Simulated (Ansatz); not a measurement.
The first iterations of a band of C$_{2}$H$_{5}$F$_{2}$NOSe (12 atoms, charge 0, multiplicity 1).

Level of theory: Ansatz, RKS PBE0-D4/def2-SVP.

| Item | Value |
| --- | --- |
| movable images | 7 |
| climbing image | yes |
| spring | 5.0 eV/Å² |
| optimiser | fire |
| start path | through a guess of the saddle point |
| force threshold | 0.05 eV/Å |
| iteration limit | 44 |
| end points | relaxed |
| largest step | 0.02 Å |

Image 0:

```xyz
12
Properties=species:S:1:pos:R:3
N -0.074 -0.842 1.293
C 0.816 -0.313 0.340
O 2.095 -0.191 0.817
F 0.818 -1.159 -0.731
Se 0.190 1.475 -0.267
C -1.414 0.816 -1.139
F -1.206 0.430 -2.423
H 0.229 -1.775 1.571
H -0.126 -0.241 2.110
H 2.657 0.147 0.106
H -2.149 1.635 -1.110
H -1.760 -0.036 -0.533
```

Image 8:

```xyz
12
Properties=species:S:1:pos:R:3
N 0.682 -0.674 1.971
C 0.433 -0.400 0.624
O 1.607 -0.251 -0.028
F -0.297 -1.415 0.000
Se -0.720 1.226 0.517
C -1.108 0.958 -1.358
F 0.055 0.991 -2.105
H 1.485 -1.292 2.068
H -0.133 -1.061 2.434
H 1.423 0.123 -0.903
H -1.776 1.766 -1.690
H -1.575 -0.027 -1.497
```

| iteration | highest image above the first end (eV) | largest band force component (eV/Å) |
| --- | --- | --- |
| 1 | 3.674 | 7.920 |
| 2 | 2.786 | 5.954 |
| 3 | 2.075 | 4.328 |
| 4 | 1.543 | 3.051 |
| 5 | 1.167 | 2.314 |
| 6 | 0.894 | 1.762 |
| 7 | 0.689 | 1.614 |
| 8 | 0.557 | 1.478 |
| 9 | 0.467 | 1.317 |
| 10 | 0.403 | 1.177 |
| 11 | 0.365 | 1.103 |
| 12 | 0.341 | 1.032 |
| 13 | 0.320 | 0.958 |
| 14 | 0.305 | 0.906 |

Problem. Does the band converge within its limit, and where does its top end?

Solution. It did not converge within its limit. It ended after 44 iterations with the highest image 0.172 eV above the first end. The band didn't meet its force threshold, so its energies are provisional: the largest band force was still 0.13 eV/Å, and over the last iterations the top stayed at 0.18 eV.

Time of the run: 12 min on 2 threads of AMD EPYC 9R45 96-Core Processor (Zen 5) (shared host), peak memory 0.56 GiB.
